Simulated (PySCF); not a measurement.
# Polarisability and C₆ of Ba⁺ (barium, charge +1)

[Xe] 6s1, 2S determinant. Computed with PySCF 2.14 in aug-cc-pVQZ-X2C, with scalar relativity by spin-free X2C-1e. Coupled (time-dependent) response in atomic units; α is the mean over directions.

| method | mean α (bohr³) | C₆ (like pair) | S(−4) |
| --- | --- | --- | --- |
| B3LYP | 120.1 | 1289 | 10980 |

S(−4) is the Cauchy moment in α(ω) = α(0) + S(−4) ω² + …

α(iu) at B3LYP:

| u (hartree) | α(iu) (bohr³) |
| --- | --- |
| 0 | 120.1 |
| 0.0500 | 98.17 |
| 0.100 | 65.24 |
| 0.200 | 32.03 |
| 0.300 | 20.45 |
| 0.500 | 12.13 |
| 0.750 | 7.961 |
| 1.00 | 5.701 |
| 1.50 | 3.347 |
| 2.00 | 2.220 |
| 3.00 | 1.221 |
| 5.00 | 0.5675 |

For an ion, C₆ is the dispersion term alone; charge-induced terms of lower order in 1/R come first.

Spin-orbit coupling, which splits the p, d and f shells strongly at this Z, is absent.
